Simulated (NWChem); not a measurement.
Species: C4H4N, doublet; SMILES [nH]1c[c]cc1

In the optimisation the excess spin sits in a' (Cs, its own frame). B3LYP is NWChem's, with the RPA form of VWN correlation.

Question: Give the equilibrium geometry at B3LYP/6-31G* (spherical d), spin-unrestricted (NWChem) as a Z-matrix, with the point group.

Answer: point group Cs; any orientation.
```
N
H 1 1.0090
C 1 1.3748 2 124.84
H 3 1.0813 1 120.96 2 0.00
C 1 1.3849 2 125.09 3 180.00
C 5 1.3692 1 105.38 2 180.00
H 5 1.0791 6 132.73 1 180.00
C 3 1.3854 4 130.46 1 180.00
H 8 1.0805 3 126.39 4 0.00
```
